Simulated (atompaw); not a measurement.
## u(r) = r·R(r): atom against pseudo-atom (lithium (Li))

Columns: radius, all-electron u(r) and pseudo u(r) of the 2p shell (level -1.06 eV) of lithium in the configuration 1s2 2s1 2p0; PBEsol, non-relativistic, PAW (atompaw) scheme, atompaw 4.2.0.5.

```json
{"r (bohr)": "0.115", "all-electron": "0.0051", "pseudo": "0.0019"}
{"r (bohr)": "0.231", "all-electron": "0.0177", "pseudo": "0.0076"}
{"r (bohr)": "0.346", "all-electron": "0.0345", "pseudo": "0.0169"}
{"r (bohr)": "0.462", "all-electron": "0.0540", "pseudo": "0.0297"}
{"r (bohr)": "0.577", "all-electron": "0.0746", "pseudo": "0.0454"}
{"r (bohr)": "0.692", "all-electron": "0.0959", "pseudo": "0.0636"}
{"r (bohr)": "0.808", "all-electron": "0.1175", "pseudo": "0.0842"}
{"r (bohr)": "0.923", "all-electron": "0.1387", "pseudo": "0.1062"}
{"r (bohr)": "1.038", "all-electron": "0.1594", "pseudo": "0.1293"}
{"r (bohr)": "1.154", "all-electron": "0.1799", "pseudo": "0.1532"}
{"r (bohr)": "1.269", "all-electron": "0.1995", "pseudo": "0.1770"}
{"r (bohr)": "1.385", "all-electron": "0.2186", "pseudo": "0.2006"}
{"r (bohr)": "1.500", "all-electron": "0.2367", "pseudo": "0.2234"}
{"r (bohr)": "1.615", "all-electron": "0.2541", "pseudo": "0.2452"}
{"r (bohr)": "1.731", "all-electron": "0.2711", "pseudo": "0.2660"}
{"r (bohr)": "1.846", "all-electron": "0.2876", "pseudo": "0.2852"}
{"r (bohr)": "1.962", "all-electron": "0.3037", "pseudo": "0.3030"}
{"r (bohr)": "2.077", "all-electron": "0.3189", "pseudo": "0.3193"}
{"r (bohr)": "2.192", "all-electron": "0.3332", "pseudo": "0.3341"}
{"r (bohr)": "2.308", "all-electron": "0.3467", "pseudo": "0.3477"}
{"r (bohr)": "2.423", "all-electron": "0.3592", "pseudo": "0.3600"}
{"r (bohr)": "2.538", "all-electron": "0.3706", "pseudo": "0.3712"}
{"r (bohr)": "2.654", "all-electron": "0.3811", "pseudo": "0.3815"}
{"r (bohr)": "2.769", "all-electron": "0.3906", "pseudo": "0.3907"}
{"r (bohr)": "2.885", "all-electron": "0.3992", "pseudo": "0.3992"}
{"r (bohr)": "3.000", "all-electron": "0.4067", "pseudo": "0.4067"}
```

Q: How many radial nodes do the two functions have?

A: The all-electron 2p function has n − l − 1 = 0; the pseudo-wave has 0.

Q: Is the pseudo-wave norm-conserving?

A: No, it belongs to a PAW set: the norm inside the radius is not constrained, and the difference is carried by the augmentation charge.
